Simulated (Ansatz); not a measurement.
Start from `C[Si](C)(C)O` and change one atom or group to get `C[Si](C)(O)O`.

Ansatz, PBE0-D4/def2-TZVP geometries, multiplicity 1. Each molecule was computed in one conformer, which needn't be the lowest.

| property | `C[Si](C)(C)O` |
| --- | --- |
| ideal-gas entropy at 298 K and 1 bar (rigid rotor, harmonic PBE0-D4/def2-TZVP) / J/(mol·K) | 371 |
| LUMO energy (B3LYP/def2-TZVPP) / eV | 0.37 |
| size of the dipole moment (ωB97M-V/def2-TZVPP) / D | 1.29 |
| HOMO energy (PBE0/def2-TZVPP) / eV | -7.97 |
| HOMO energy (ωB97M-V/def2-TZVPP) / eV | -10.28 |
| LUMO energy (PBE0/def2-TZVPP) / eV | 0.72 |

Task: Give the same properties after the change, and the shifts. (An estimate is asked.)

Result: Ansatz gave: 
```json
{"property": "ideal-gas entropy at 298 K and 1 bar (rigid rotor, harmonic PBE0-D4/def2-TZVP) / J/(mol·K)", "`C[Si](C)(O)O`": "366", "shift": "-5"}
{"property": "LUMO energy (B3LYP/def2-TZVPP) / eV", "`C[Si](C)(O)O`": "0.27", "shift": "-0.10"}
{"property": "size of the dipole moment (ωB97M-V/def2-TZVPP) / D", "`C[Si](C)(O)O`": "2.04", "shift": "0.75"}
{"property": "HOMO energy (PBE0/def2-TZVPP) / eV", "`C[Si](C)(O)O`": "-8.02", "shift": "-0.05"}
{"property": "HOMO energy (ωB97M-V/def2-TZVPP) / eV", "`C[Si](C)(O)O`": "-10.31", "shift": "-0.03"}
{"property": "LUMO energy (PBE0/def2-TZVPP) / eV", "`C[Si](C)(O)O`": "0.64", "shift": "-0.08"}
```

The zero-point energy changes by -59.0 kJ/mol with -6 modes. Dipoles are sizes alone; their direction can turn.

B3LYP here is the variant with VWN-RPA as its local correlation; programs differ in this.
